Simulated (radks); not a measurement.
The bismuth anion Bi3-, [Rn], held by a Watson sphere: a shell of charge +3 at radius R that stands for the Madelung well of a crystal (potential energy -3/R inside, -3/r outside, in hartree with lengths in bohr). Method: scalar-relativistic Kohn-Sham, LDA (Slater exchange, Perdew-Wang correlation), spin-polarised, spherical densities, finite nucleus; Fermi nuclear charge, rms radius of each element as measured or else 0.836 A^(1/3) + 0.57 fm; computed with a radial shooting solver on a logarithmic mesh with Libxc functionals. Response by self-consistent Sternheimer equations with the Hartree and adiabatic LDA kernel, the relativistic mass of each level held fixed and spin-orbit coupling left out. The sphere does not respond.

R (bohr),e(5d) (eV),e(6s) (eV),e(6p) (eV),<r> 6p (bohr),sum of <r^2> (bohr^2),X-ray form factor at sin(theta)/lambda = 0.1 1/angstrom,alpha (bohr^3)
2.96,-26.476,-15.630,-6.431,3.014,106.6,79.703,67.68
4.28,-24.610,-12.989,-4.564,3.542,132.3,78.994,151.7
4.32,-24.578,-12.937,-4.517,3.557,133.2,78.977,155.3
5.65,-23.853,-11.775,-3.233,4.045,162.6,78.555,329.4
5.89,-23.766,-11.644,-3.057,4.128,168.3,78.507,374.4
6.36,-23.621,-11.430,-2.751,4.288,180.0,78.433,478.2
